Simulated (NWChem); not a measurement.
InF cation, doublet; SMILES of the neutral closed-shell parent [F][In]

```xyz
2

In     0.0000     0.0000    -0.1865
F      0.0000     0.0000     1.7641
```
Atoms are numbered in this order, from 1.

Level: PBE0/def2-SVP with def2 effective core potentials on In, spin-unrestricted (NWChem), optimised geometry, unscaled harmonic frequencies. The spin multiplicity was typed, not searched, and may not be the lowest. def2 effective core potentials on In; no spin-orbit coupling.

| frequency (cm⁻¹) | IR intensity (km/mol) |
|---|---|
| 543 | 1.5 |

```json
{
 "zero_point_energy": "0.8 kcal/mol",
 "thermal correction to the enthalpy at 298.15 K (with zero-point energy)": "3.0 kcal/mol",
 "heat capacity Cv": "6.1 cal/(mol K)"
}
```

Rigid rotor and harmonic oscillator.
